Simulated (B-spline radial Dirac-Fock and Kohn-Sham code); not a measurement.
**M3 edges in EELS at 300 kV and 5 mrad, Ce to Pb**

Method: the first Born approximation with generalised oscillator strengths from a Dirac-Hartree-Slater potential (longitudinal and transverse terms; continuum final states only, so no white lines or fine structure). Computed with an atomic code on a B-spline grid. Partial cross sections in barn for windows above the edge. Edges are tabulated values, any marked * orbital energies of the model.

```csv
Z,element,edge (eV),Δ = 50 eV,Δ = 100 eV,Δ = 200 eV
58,Ce,1187.0,67.1,127,227
59,Pr,1242.0,61.0,115,205
60,Nd,1297.0,54.1,102,183
61,Pm,1357.0,48.0,90.6,163
64,Gd,1544.0,32.8,62.4,113
65,Tb,1611.0,30.2,56.9,103
67,Ho,1741.0,24.2,45.6,82.5
68,Er,1812.0,21.7,40.7,73.9
72,Hf,2107.0,13.1,25.0,46.1
73,Ta,2194.0,11.3,21.9,40.5
74,W,2281.0,9.86,19.2,35.6
78,Pt,2645.0,5.79,11.5,21.7
80,Hg,2847.0,4.34,8.77,16.8
82,Pb,3066.0,3.39,6.81,13.0
```
